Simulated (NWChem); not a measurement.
Species: CH$_{5}$ClOSi; SMILES CO[SiH2]Cl

```xyz
9

Si     0.8836    -0.0704     0.1041
Cl    -0.4767    -1.6252    -0.0538
O      0.2036     1.3418    -0.4035
C     -0.9194     1.9632     0.1660
H      2.0295    -0.3367    -0.7947
H      1.2789     0.0032     1.5389
H     -0.7550     2.2147     1.2295
H     -1.1166     2.8969    -0.3807
H     -1.8156     1.3229     0.0953
```
Atoms are numbered in this order, from 1.

Results from NWChem. Medium grid unless said otherwise, to which SCAN and Minnesota functionals are sensitive. The geometry was optimised at PBE0/def2-SVP. B3LYP is NWChem's, with the RPA form of VWN correlation. Total energies of different functionals are on different scales.

```csv
level,energy (Ha),highest occupied level (eV),orbital gap (eV),dipole (D)
B3LYP/def2-SVP,-865.8146,-8.19,8.96,1.44
PBE/def2-SVP,-865.2948,-6.89,6.90,1.41
r2SCAN0/def2-SVP,-865.6408,-8.76,9.90,1.56
MN15/def2-SVP,-865.3753,-9.25,10.68,1.53
"LDA (Slater exchange, PW92)/def2-SVP",-862.1880,-6.96,6.73,1.41
BHandHLYP/def2-SVP,-865.7175,-9.90,11.86,1.52
HCTH/407/def2-SVP,-865.8587,-7.12,7.07,1.43
BLYP/def2-SVP,-865.7214,-6.74,6.97,1.35
r2SCAN/def2-SVP,-865.6601,-7.30,7.68,1.52
```
